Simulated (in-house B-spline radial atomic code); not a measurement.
A run on an ion of nuclear charge 1 with 1.8 electrons that did not converge. Method: non-relativistic r2SCAN, spin-polarised, spherical fractional occupations, point nucleus; computed with a B-spline radial code for spherical atoms.

Command:
```bash
python run_scf.py task.json out
```
Settings:
```
Z                1
configuration    1s1.8
hamiltonian      nr
method           r2scan
spin_polarised   True
```

First and last ten iterations of the last attempt (damped for 15 steps, keeping 80 % of the old Fock matrix, then DIIS):
```
 iter        energy (Eh)    residual
    1           0.798645    1.59e-01
    2          -0.447228    2.83e-02
    3          -0.477995    2.20e-02
    4          -0.499026    1.67e-02
    5          -0.513008    1.23e-02
    6          -0.522015    9.42e-03
    7          -0.527613    7.54e-03
    8          -0.530967    5.91e-03
    9          -0.532913    4.57e-03
   10          -0.534019    3.50e-03
  111          -0.372647    7.77e-02
  112          -0.374823    7.71e-02
  113          -0.374831    7.72e-02
  114           0.693344    1.22e-01
  115           0.692516    1.21e-01
  116           0.694884    1.22e-01
  117           0.685595    1.20e-01
  118           0.016206    8.89e-02
  119           0.495859    5.07e-02
  120           0.527508    5.16e-02
 not converged after 120 iterations
```

The smallest residual met was 6.0e-04; the threshold is about 1e-07. No energy from this run should be used. The likely cause: this method binds the added charge weakly or not at all at the basis-set limit, so charge moves back and forth between the atom and the box. Run time, properties included: 0.6 s on 1 thread of Arm Neoverse V1, with other jobs on the host.
